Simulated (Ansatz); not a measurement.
Calculated with Ansatz (gas phase, PBE0-D4/def2-TZVP geometries, no zero-point term in ΔE). CBS: MP2 limit from def2 TZ/QZ plus the TZ coupled-cluster correction, frozen cores. This one scheme is used for every species. DFT in def2-TZVPP. One conformer a species, not always the lowest.

Reaction (ligand exchange at the Si–O bond): `F[Si](F)(F)O[Si](Cl)(Cl)Cl` + NH₃ → `N[Si](Cl)(Cl)Cl` + `O[Si](F)(F)F`

| level | ΔE (kcal/mol) |
| --- | --- |
| r2SCAN-D4 | 11.7 |
| B97M-V | 13.0 |
| CAM-B3LYP-D4 | 12.7 |
| B2PLYP | 11.5 |
| r2SCANh | 11.1 |
| r2SCAN0 | 11.2 |
| BHLYP | 11.9 |
| HF/def2-SVP | 11.4 |

Q: What does CCSD(T)/CBS give? (Estimate.)

A: Computed: +12.1 kcal/mol. The listed levels differ from it by -0.4, 0.9, 0.6, -0.6, -1.0, -0.9, -0.2, -0.7 kcal/mol.

Largest T1 diagnostic among the species: 0.011.

In def2-TZVPP, CCSD(T) changes the Hartree–Fock value by −1.0 kcal/mol (the triples alone add −0.1 kcal/mol) and MP2 by −1.6 kcal/mol. Leaving LDA and LC-ωPBE aside and taking each functional with its dispersion term where it has one, the values, not all of them listed here, spread over 3.6 kcal/mol, from PBE-D4 to BHLYP-D4. LDA lies −0.8 kcal/mol from PBE without D4. From BLYP to BHLYP (50 % exact exchange), in def2-TZVPP and without D4, ΔE moves by +1.3 kcal/mol.
